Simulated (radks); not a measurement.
Q: Ionisation of the thulium ion Tm+, [Xe] 4f13 6s1, to [Xe] 4f13 as the strength of local exchange is varied. All-electron calculation, Dirac Kohn-Sham, Slater X-alpha exchange (alpha = 2/3 is LDA exchange), no correlation, spin-unpolarised, spherical densities, finite nucleus; open shells fill j = l - 1/2 first; Fermi nuclear charge, rms radius 5.2256 fm. Program: a radial shooting solver on a logarithmic mesh with Libxc functionals.

alpha  E(Tm+) (hartree)  exchange (hartree)  IE (eV)  -e of the level emptied (eV)  <r> of it (bohr)
0.66        -13562.3076           -268.3338   11.383                 8.498 (6s1/2)             3.621
0.667       -13565.1539           -271.2436   11.417                 8.533 (6s1/2)             3.616
0.848       -13638.9828           -346.9357   12.351                 9.494 (6s1/2)             3.480
1.017       -13708.3171           -418.3930   13.276                10.455 (6s1/2)             3.360
?           -13563.5274           -269.5807   11.397                 8.513 (6s1/2)             3.619

Which alpha was used in the last row?

A: alpha = 0.663. NIST Atomic Spectra Database: 12.07 eV (semi-empirical). The Delta-SCF value meets it near alpha = 0.79. Spin polarisation and multiplet splitting are left out, so open shells lie too high by an amount that depends on their filling.

Beside tabulated values, note that spin-unpolarised runs miss the spin-polarisation part of the exchange energy of open shells.
